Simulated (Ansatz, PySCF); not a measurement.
Spin gap between two states, R1 and P1; the higher of the two is an excited state, each structure at its B3LYP-D3(BJ)/def2-TZVP stationary point, reached from a drawn start (curvature not checked).
R1, S2 (SMILES S=S) (charge 0, multiplicity 3, Z-matrix in Å and degrees):
```
S
S 1 1.9036
```
P1, S2 (SMILES S=S) (charge 0, multiplicity 1):
```xyz
2

S      0.00000     0.00000    -0.95276
S      0.00000     0.00000     0.95276
```

| level | spin gap (eV) | minus CCSD(T)/CBS(cc-pV(T+d)Z, cc-pV(Q+d)Z) |
|---|---|---|
| HF/cc-pV(T+d)Z | 1.491 | 0.759 |
| HF/cc-pV(Q+d)Z | 1.493 | 0.761 |
| SVWN5/def2-TZVPP | 0.898 | 0.166 |
| PBE/def2-TZVPP | 0.986 | 0.254 |
| PBE-D3(BJ)/def2-TZVPP | 0.986 | 0.254 |
| BLYP-D3(BJ)/def2-TZVPP | 0.926 | 0.194 |
| BLYP-D4/def2-TZVPP | 0.926 | 0.194 |
| revPBE/def2-TZVPP | 0.995 | 0.262 |
| revPBE-D3(BJ)/def2-TZVPP | 0.995 | 0.262 |
| revPBE-D4/def2-TZVPP | 0.995 | 0.262 |
| r2SCAN/def2-TZVPP | 1.204 | 0.472 |
| r2SCAN-D4/def2-TZVPP | 1.204 | 0.472 |
| B3LYP-D3(BJ)/def2-TZVPP | 0.984 | 0.252 |
| B3LYP-D4/def2-TZVPP | 0.984 | 0.252 |
| PBE0/def2-TZVPP | 1.077 | 0.344 |
| PBE0-D3(BJ)/def2-TZVPP | 1.077 | 0.344 |
| PBE0-D4/def2-TZVPP | 1.077 | 0.344 |
| BHLYP/def2-TZVPP | 1.101 | 0.368 |
| BHLYP-D3(BJ)/def2-TZVPP | 1.101 | 0.368 |
| M06-2X/def2-TZVPP | 0.902 | 0.170 |
| CAM-B3LYP/def2-TZVPP | 1.018 | 0.285 |
| CAM-B3LYP-D4/def2-TZVPP | 1.018 | 0.285 |
| wB97X-V/def2-TZVPP | 0.961 | 0.228 |
| wB97M-V/def2-TZVPP | 0.826 | 0.093 |
| B2PLYP/def2-TZVPP | 0.938 | 0.206 |
| B2PLYP-D3(BJ)/def2-TZVPP | 0.938 | 0.206 |
| B2PLYP-D4/def2-TZVPP | 0.938 | 0.206 |
| MP2/cc-pV(D+d)Z | 0.921 | 0.189 |
| MP2/cc-pV(T+d)Z | 0.829 | 0.096 |
| MP2/CBS(cc-pV(T+d)Z, cc-pV(Q+d)Z) | 0.747 | 0.015 |
| SCS-MP2/cc-pV(D+d)Z | 0.752 | 0.019 |
| SCS-MP2/cc-pV(T+d)Z | 0.658 | -0.075 |
| SCS-MP2/cc-pV(Q+d)Z | 0.604 | -0.128 |
| CCSD/cc-pV(D+d)Z | 0.866 | 0.133 |
| CCSD/cc-pV(T+d)Z | 0.845 | 0.113 |
| CCSD/cc-pV(Q+d)Z | 0.825 | 0.092 |
| CCSD(T)/cc-pV(D+d)Z | 0.802 | 0.069 |
| CCSD(T)/cc-pV(T+d)Z | 0.771 | 0.038 |
| CCSD(T)/cc-pV(Q+d)Z | 0.749 | 0.017 |
| CCSD(T)/CBS(cc-pV(T+d)Z, cc-pV(Q+d)Z) | 0.733 | 0.000 |

 The comparison column counts from a level with limits of its own.

P less R. No zero-point or thermal terms; singlets are restricted closed shells; open shells are unrestricted; no spin–orbit coupling.

Cores are frozen in the correlated methods. CBS(a, b) extrapolates the correlation energy as X⁻³ and adds the Hartree–Fock energy of set b.

The values were computed with Ansatz (an electronic-structure program); PySCF for M06-2X and the D3/D4 terms. Each number belongs to the level named beside it.
